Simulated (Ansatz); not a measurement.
A nudged elastic band was laid between two geometries of Cl₂FH₅HfO₂Si (12 atoms, charge 0, multiplicity 1).

All numbers below come from RHF/def2-SVP (Ansatz).

```yaml
movable_images: 9
climbing_image: yes
spring: 5.0 eV/Å²
optimiser: quadratic models (default)
start_path: through a guess of the saddle point
force_threshold: 0.05 eV/Å
iteration_limit: 60
end_points: relaxed
```

First end point:

```xyz
12
Properties=species:S:1:pos:R:3
Hf 0.089 -0.214 0.334
Cl 0.286 0.763 2.547
Cl 1.878 -0.370 -1.297
F -0.861 1.228 -0.484
O -1.221 -1.625 0.208
Si -2.409 -2.765 0.044
H -2.642 -3.421 1.350
H -3.660 -2.128 -0.417
H -1.981 -3.782 -0.941
O 1.546 -1.755 1.392
H 2.298 -2.122 0.942
H 1.725 -1.713 2.324
```

Last end point:

```xyz
12
Properties=species:S:1:pos:R:3
Hf 0.498 -0.625 -0.250
Cl -0.362 -0.398 3.211
Cl 1.227 -0.742 -2.529
F 0.091 1.223 0.082
O -1.075 -1.757 -0.115
Si -2.409 -2.719 0.038
H -2.483 -3.250 1.417
H -3.628 -1.932 -0.249
H -2.320 -3.849 -0.912
O 1.955 -1.274 0.839
H 2.783 -1.616 1.122
H 0.770 -0.965 3.350
```

Question: What changes between the two ends?

Answer: Bonds broken: Hf1–Cl2, O10–H12. Bonds formed: Cl2–H12. Cl2FH5HfO2Si becomes ClFH4HfO2Si + ClH.

Question: Give the energies along the band, and the barrier.

Answer: The forces met the threshold. The highest image is number 6 of 0 to 10, 1.44 eV above the first end and 0.37 eV above the last; the last end lies 1.08 eV above the first. A vibrational analysis at the climbing image gives one clearly imaginary mode, 1080i cm⁻¹: a first-order saddle point. The orbitals stay closed-shell, which can raise the energy where a bond breaks towards radicals; this wasn't checked here.

| image | path coordinate (Å) | energy (eV) | Hf1–Cl2 (Å) | O10–H12 (Å) | Cl2–H12 (Å) |
| --- | --- | --- | --- | --- | --- |
| 0 | 0.00 | 0.00 | 2.43 | 0.95 | 2.87 |
| 1 | 0.54 | 0.01 | 2.43 | 0.95 | 2.82 |
| 2 | 1.07 | 0.05 | 2.44 | 0.95 | 2.74 |
| 3 | 1.61 | 0.10 | 2.45 | 0.95 | 2.66 |
| 4 | 2.14 | 0.19 | 2.48 | 0.95 | 2.42 |
| 5 | 2.68 | 0.58 | 2.61 | 0.99 | 1.98 |
| 6 | 3.21 | 1.44 | 2.85 | 1.34 | 1.44 |
| 7 | 3.66 | 1.22 | 3.09 | 1.80 | 1.30 |
| 8 | 4.12 | 1.11 | 3.36 | 2.17 | 1.28 |
| 9 | 4.57 | 1.08 | 3.57 | 2.53 | 1.27 |
| 10 | 5.02 | 1.08 | 3.57 | 2.79 | 1.27 |

Question: What is the geometry of the highest image?

Answer: 
```xyz
12
Properties=species:S:1:pos:R:3
Hf 0.323 -0.581 0.159
Cl -0.059 -0.239 2.959
Cl 1.513 -1.009 -1.872
F -0.120 1.270 -0.044
O -1.206 -1.747 0.033
Si -2.503 -2.771 -0.092
H -2.683 -3.490 1.187
H -3.720 -1.992 -0.400
H -2.250 -3.748 -1.173
O 1.854 -1.202 1.405
H 2.725 -1.567 1.339
H 1.174 -0.830 2.500
```

Question: What are the harmonic wavenumbers there?

Answer: 1080i, 8i, 41, 57, 60, 101, 133, 160, 168, 195, 222, 351, 368, 407, 515, 606, 676, 782, 797, 801, 902, 1031, 1043, 1044, 1106, 1575, 2348, 2351, 2368, 4188 cm⁻¹.

The run took 5.1 min on 4 threads of Intel(R) Xeon(R) 6975P-C (Granite Rapids), with other jobs on the host, peak memory 0.51 GiB.
